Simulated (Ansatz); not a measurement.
Gas-phase electronic energies from Ansatz, PBE0-D4/def2-TZVP geometries. CBS: MP2 limit from def2 TZ/QZ plus the TZ coupled-cluster correction, frozen cores. This one scheme is used for every species. DFT in def2-TZVPP. B3LYP here is the variant with VWN-RPA as its local correlation; programs differ in this. HSE06 is defined as in plane-wave codes.

`B[Si](F)(F)[SiH3]` + `BS` → `BSB` + `F[SiH](F)[SiH3]`  (cleavage of the B–Si bond)

```
             level  ΔE (kcal/mol)  difference from CCSD(T)/CBS
            PBE-D4          -21.2                          2.1
           BLYP-D4          -21.5                          1.8
         r2SCAN-D4          -22.5                          0.8
            B97M-V          -21.9                          1.4
           PBE0-D4          -21.9                          1.4
          B3LYP-D4          -22.1                          1.2
        r2SCANh-D4          -22.8                          0.5
        r2SCAN0-D4          -23.1                          0.2
          HSE06-D4          -22.0                          1.3
          BHLYP-D4          -22.9                          0.4
      CAM-B3LYP-D4          -22.4                          0.9
           ωB97M-V          -23.1                          0.2
            B2PLYP          -23.6                         -0.3
          PBE-QIDH          -23.8                         -0.5
               PBE          -21.4                          1.9
              BLYP          -21.7                          1.6
              PBE0          -22.1                          1.2
             B3LYP          -22.4                          0.9
           r2SCANh          -22.9                          0.4
           r2SCAN0          -23.2                          0.1
             HSE06          -22.2                          1.1
             BHLYP          -23.2                          0.1
         CAM-B3LYP          -22.7                          0.6
           LC-ωPBE          -21.9                          1.4
RPA@PBE/def2-TZVPP          -22.5                          0.8
       HF/def2-SVP          -23.0                          0.3
      MP2/def2-SVP          -25.2                         -1.9
     CCSD/def2-SVP          -22.7                          0.6
  CCSD(T)/def2-SVP          -23.0                          0.3
     HF/def2-TZVPP          -23.6                         -0.3
    MP2/def2-TZVPP          -25.5                         -2.2
SCS-MP2/def2-TZVPP          -24.7                         -1.4
   CCSD/def2-TZVPP          -22.7                          0.6
CCSD(T)/def2-TZVPP          -23.0                          0.3
     HF/def2-QZVPP          -23.7                         -0.4
    MP2/def2-QZVPP          -25.8                         -2.5
SCS-MP2/def2-QZVPP          -24.9                         -1.6
      HF/CBS(def2)          -23.8                         -0.5
     MP2/CBS(def2)          -25.8                         -2.5
    CCSD/CBS(def2)          -23.0                          0.3
       CCSD(T)/CBS          -23.3                            0
```

Q: What do rigid-rotor, harmonic-oscillator terms from PBE0-D4/def2-TZVP frequencies (298.15 K, 1 bar) make of the CCSD(T)/CBS value? (Estimate.)

A: Computed: ΔZPE = +1.0 kcal/mol, ΔH = -22.9 kcal/mol, ΔS = -17 J/(mol·K), ΔG = -21.7 kcal/mol.

Largest T1 diagnostic among the species: 0.015.

Leaving LDA and LC-ωPBE aside and taking each functional with its dispersion term where it has one, the values, not all of them listed here, spread over 2.7 kcal/mol, from PBE-QIDH to revPBE-D4. LDA lies −0.7 kcal/mol from PBE without D4. From BLYP to BHLYP (50 % exact exchange), in def2-TZVPP and without D4, ΔE moves by −1.5 kcal/mol.
